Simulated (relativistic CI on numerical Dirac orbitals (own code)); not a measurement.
Forbidden lines of Sm⁵⁸⁺

These numbers are calculated, not measured: Dirac-Coulomb-Breit CI, separate exchange-only KLI orbitals for each configuration, a model potential for QED, unscaled Slater integrals (own radial code, finite nucleus).

Configurations in the expansion (outside the closed core 1s2): 2s², 2s2p, 2p², 2p3s, 2p3p, 2s3s, 2s3p, 2s3d, 2s4s, 2s4p, 2s4d, 2s4f, 2s5s, 3s², 2s5p, 2s5d, 2s5f, 2s5g, 3s3p, 3p². Levels of other configurations are missing.

```csv
λ vac (nm),Lower,Upper,Type,A (s⁻¹),log gf
0.16578,2s2p ³P°0 [2],2s3p ³P°2 [19],E2,2.35e+11,-3.32
0.16640,2s2p ³P°1 [3],2s3p ³P°2 [19],E2,3.85e+11,-3.10
0.18209,2s2p ³P°2 [5],2s3p ³P°2 [19],E2,3.76e+11,-3.03
0.18410,2s2p ¹P°1 [6],2s3p ³P°2 [19],E2,1.30e+11,-3.48
0.18752,2s2p ³P°2 [5],2s3p ³P°0 [13],E2,1.10e+12,-3.24
1.9319,2s2p ³P°1 [3],2s2p ³P°2 [5],M1,1.32e+09,-3.43
```

Terms are leading LS components. Brackets give the number of a level in order of energy, since labels repeat. The list gives strong lines, with weight on those to low levels, among the lowest 66 of 76 levels, so that lines to higher ones, which can be the strongest, are missing. Levels whose partners in the same complex of configurations lie outside the list can be far off, and so can their lines. Rates are taken at the computed energies, electric ones in the length gauge.

At this charge energies of transitions that change n are usually good to better than 1 %, and those within a shell (Δn = 0) to a few per cent.

LS names give the leading component of a level, which can be under half, so a name can repeat, a term be missing and a line seem to break the LS rules.
